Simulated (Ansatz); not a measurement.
Born–Oppenheimer molecular dynamics of BF4 + H3O (9 atoms, charge 0, multiplicity 1). It goes on from the last frame of an earlier run, with new velocities.

All numbers below come from Ansatz 0.2.0, UKS PBE-D4/STO-3G.

* ensemble: NVT, Nosé–Hoover chain
* time step: 1 fs
* steps asked: 266
* set temperature: 1500 K
* thermostat: time constant 300 fs, chain length 1
* seed: 801273

First frame:

```xyz
9
Properties=species:S:1:pos:R:3
O 0.216 -0.002 -1.695
H -0.013 0.765 -0.861
H -0.022 -0.820 -0.835
H 1.255 -0.091 -1.671
F -1.262 -0.060 2.043
B -0.168 0.027 1.199
F 1.117 0.079 1.738
F -0.146 -1.183 0.219
F -0.367 1.184 0.238
```

Problem. How far do the bonds stretch over the last three quarters of this one trajectory? (Pairs bonded in most of those frames.)

Solution. 
| bond | mean (Å) | spread (Å) | shortest | longest |
| --- | --- | --- | --- | --- |
| O1–H2 | 1.183 | 0.054 | 1.07 | 1.31 |
| O1–H3 | 1.189 | 0.049 | 1.07 | 1.31 |
| O1–H4 | 1.041 | 0.049 | 0.96 | 1.12 |
| F5–B6 | 1.370 | 0.044 | 1.29 | 1.47 |
| B6–F7 | 1.374 | 0.042 | 1.27 | 1.46 |
| B6–F8 | 1.575 | 0.085 | 1.42 | 1.75 |
| B6–F9 | 1.565 | 0.078 | 1.45 | 1.77 |

Mean temperature of the second half: 913 K. The conserved energy stayed within 2.3 meV per atom of its start (net change 0.19 meV per atom), so the integration is sound. The mean temperature of the second half is 39 % below the set value. A run of 0.27 ps of so small a system gives no equilibrium averages. Limits of this set-up: minimal basis.

Run time: 19 min on 1 thread of Arm Neoverse N1 (shared host), peak memory 0.11 GiB.
